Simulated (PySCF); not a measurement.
chloroform (CHCl3), singlet, geometry from GFN2-xTB; BLYP/6-31G, TDA in PySCF.

Input for PySCF:
```python
from pyscf import gto, scf, dft, tdscf

mol = gto.M(
    atom='''
C    -0.00102295    0.00710830    0.48100116
H    -0.00334391    0.02323614    1.57233262
Cl    0.00925814    1.67396575   -0.11215631
Cl    1.44662035   -0.84673105   -0.07184825
Cl   -1.45532076   -0.83111035   -0.07825071
''',
    basis='6-31g',
    verbose=4,
)

mf = dft.RKS(mol)
mf.xc = 'blyp'
mf.kernel()
td = mf.TDA()
td.nstates = 5
td.kernel()
td.analyze()
```

Problem. What does PySCF print? Leave out banner, timings and long lists.

Solution. 
```
PySCF version 2.14.0

[INPUT] verbose = 4
[INPUT] num. atoms = 5
[INPUT] num. electrons = 58
[INPUT] charge = 0
[INPUT] spin (= nelec alpha-beta = 2S) = 0
[INPUT] symmetry False subgroup None
[INPUT] Mole.unit = angstrom
[INPUT] Symbol           X                Y                Z      unit          X                Y                Z       unit  Magmom
[INPUT]  1 C     -0.001022950000   0.007108300000   0.481001160000 AA   -0.001933095339   0.013432740211   0.908960457998 Bohr   0.0
[INPUT]  2 H     -0.003343910000   0.023236140000   1.572332620000 AA   -0.006319074085   0.043909940792   2.971278028520 Bohr   0.0
[INPUT]  3 Cl     0.009258140000   1.673965750000  -0.112156310000 AA    0.017495349023   3.163336809402  -0.211944709042 Bohr   0.0
[INPUT]  4 Cl     1.446620350000  -0.846731050000  -0.071848250000 AA    2.733716267722  -1.600089785665  -0.135773515029 Bohr   0.0
[INPUT]  5 Cl    -1.455320760000  -0.831110350000  -0.078250710000 AA   -2.750157659794  -1.570570940791  -0.147872410953 Bohr   0.0

nuclear repulsion = 263.971147983023
number of shells = 28
number of NR pGTOs = 164
number of NR cGTOs = 50
basis = 6-31g
ecp = {}

******** <class 'pyscf.dft.rks.RKS'> ********
method = RKS
initial guess = minao
damping factor = 0
level_shift factor = 0
DIIS = <class 'pyscf.scf.diis.CDIIS'>
diis_start_cycle = 1
diis_space = 8
diis_damp = 0
SCF conv_tol = 1e-09
SCF conv_tol_grad = None
SCF max_cycles = 50
direct_scf = True
direct_scf_tol = 1e-13
XC library pyscf.dft.libxc version 7.1.2
    S. Lehtola, C. Steigemann, M. J. T. Oliveira, and M. A. L. Marques,  SoftwareX 7, 1–5 (2018)
XC functionals = blyp
    A. D. Becke,  Phys. Rev. A 38, 3098 (1988)
    C. Lee, W. Yang, and R. G. Parr,  Phys. Rev. B 37, 785 (1988)
    B. Miehlich, A. Savin, H. Stoll, and H. Preuss,  Chem. Phys. Lett. 157, 200 (1989)
radial grids:
    Treutler-Ahlrichs [JCP 102, 346 (1995); DOI:10.1063/1.469408] (M4) radial grids

becke partition: Becke, JCP 88, 2547 (1988); DOI:10.1063/1.454033
pruning grids: <function nwchem_prune>
grids dens level: 3
symmetrized grids: False
atomic radii adjust function: <function treutler_atomic_radii_adjust>
small_rho_cutoff = 0
Set gradient conv threshold to 3.16228e-05
Initial guess from minao.
tot grids = 80568
init E= -1419.54738657486
  HOMO = -0.302324329700522  LUMO = -0.0471154460391792  gap/eV = 6.94459
cycle= 1 E= -1419.069490569  delta_E= 0.478  |g|= 0.439  |ddm|= 2.55
  HOMO = -0.246958983988333  LUMO = -0.0978723411479689  gap/eV = 4.05685
cycle= 2 E= -1418.84060370421  delta_E= 0.229  |g|= 1.05  |ddm|= 1.68
  HOMO = -0.258785581982552  LUMO = -0.0572247728831645  gap/eV = 5.48475
cycle= 3 E= -1419.12895322929  delta_E= -0.288  |g|= 0.0598  |ddm|= 1.03
  HOMO = -0.270331175834532  LUMO = -0.0669805331315867  gap/eV = 5.53345
cycle= 4 E= -1419.13000150756  delta_E= -0.00105  |g|= 0.019  |ddm|= 0.125
  HOMO = -0.267962748074197  LUMO = -0.0636130262336616  gap/eV = 5.56064
cycle= 5 E= -1419.13011048255  delta_E= -0.000109  |g|= 0.000877  |ddm|= 0.0288
  HOMO = -0.268117482855087  LUMO = -0.0637941735033307  gap/eV = 5.55992
cycle= 6 E= -1419.1301108271  delta_E= -3.45e-07  |g|= 0.000108  |ddm|= 0.00292
  HOMO = -0.268117297392052  LUMO = -0.0637886950328292  gap/eV = 5.56006
cycle= 7 E= -1419.1301108315  delta_E= -4.4e-09  |g|= 9.88e-06  |ddm|= 0.000237
  HOMO = -0.268118183559468  LUMO = -0.0637890283210605  gap/eV = 5.56008
cycle= 8 E= -1419.13011083153  delta_E= -3.27e-11  |g|= 1.33e-06  |ddm|= 2.47e-05
  HOMO = -0.268118200172025  LUMO = -0.063788821910814  gap/eV = 5.56009
Extra cycle  E= -1419.13011083153  delta_E= -1.82e-12  |g|= 2.68e-06  |ddm|= 5.63e-06
converged SCF energy = -1419.13011083153

******** <class 'pyscf.tdscf.rks.TDA'> for <class 'pyscf.dft.rks.RKS'> ********
nstates = 5 singlet
deg_eia_thresh = 1.000e-03
wfnsym = None
conv_tol = 1e-05
eigh lindep = 1e-12
eigh level_shift = 0
eigh max_cycle = 100

Excitation energies (eV)
[5.73046562 6.3032713  6.34601687 6.34602569 6.8457066 ]

** Singlet excitation energies and oscillator strengths **
Excited State   1:      5.73047 eV    216.36 nm  f=0.0000
      29 -> 30       -0.70394
Excited State   2:      6.30327 eV    196.70 nm  f=0.0005
      26 -> 30        0.69804
Excited State   3:      6.34602 eV    195.37 nm  f=0.0155
      28 -> 30        0.65381
      29 -> 31        0.20463
Excited State   4:      6.34603 eV    195.37 nm  f=0.0155
      27 -> 30       -0.65381
      29 -> 32       -0.20464
Excited State   5:      6.84571 eV    181.11 nm  f=0.0037
      25 -> 30       -0.53916
      29 -> 31       -0.42955

** Transition electric dipole moments (AU) **
state          X           Y           Z        Dip. S.      Osc.
  1         0.0000     -0.0000      0.0000      0.0000      0.0000
  2         0.0001     -0.0007     -0.0545      0.0030      0.0005
  3         0.0355      0.3142     -0.0046      0.1000      0.0155
  4         0.3142     -0.0355      0.0012      0.1000      0.0155
  5        -0.0023      0.1481     -0.0022      0.0219      0.0037

** Transition velocity dipole moments (imaginary part, AU) **
state          X           Y           Z        Dip. S.      Osc.
  1         0.0000      0.0000      0.0000      0.0000      0.0000
  2        -0.0000      0.0001      0.0056      0.0000      0.0001
  3        -0.0000     -0.0002      0.0000      0.0000      0.0000
  4        -0.0003      0.0000     -0.0000      0.0000      0.0000
  5        -0.0003      0.0171     -0.0003      0.0003      0.0008

** Transition magnetic dipole moments (imaginary part, AU) **
state          X           Y           Z
  1        -0.0026      0.0179      1.2117
  2         0.0001     -0.0000      0.0000
  3         0.4376     -0.0494      0.0017
  4        -0.0494     -0.4376      0.0063
  5         0.5212      0.0082      0.0010
```
